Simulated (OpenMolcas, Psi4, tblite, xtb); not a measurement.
**C2F3Si (SMILES [C]#C[Si](F)(F)F): the vertical ionisation energy, rung by rung**

C2F3Si: 6 atoms, total charge 0, spin state doublet. SMILES: `[C]#C[Si](F)(F)F`. Geometry: relaxed at PBE0-D4/def2-TZVP.

Quantity: the vertical ionisation energy (to the singlet cation), in eV. The values are calculated.

| level | kind | program | value (eV) |
| --- | --- | --- | --- |
| IPEA1-xTB | semi-empirical | tblite | 15.60 |
| GFN2-xTB | semi-empirical | xtb | 15.75 |
| UHF/cc-pVDZ | Hartree–Fock | OpenMolcas | 15.27 |
| USVWN5/cc-pVDZ | LDA | OpenMolcas | 13.48 |
| U-revPBE/cc-pVDZ | GGA | OpenMolcas | 13.32 |
| U-r2SCAN/cc-pVDZ | meta-GGA | OpenMolcas | 14.19 |
| UPBE0/cc-pVDZ | global hybrid | OpenMolcas | 14.48 |
| UDSD-PBEP86/cc-pVDZ (density fitting for correlation) | double hybrid | Psi4 | 14.42 |
| UMP3/cc-pVDZ | perturbation theory | Psi4 | 14.27 |

The values span 13.32 to 15.75 eV. The xTB values lack the empirical shift that such differences need. Spin contamination of the reference (⟨S²⟩ at least 0.1 too high) touches UHF/cc-pVDZ, UDSD-PBEP86/cc-pVDZ, UMP3/cc-pVDZ.
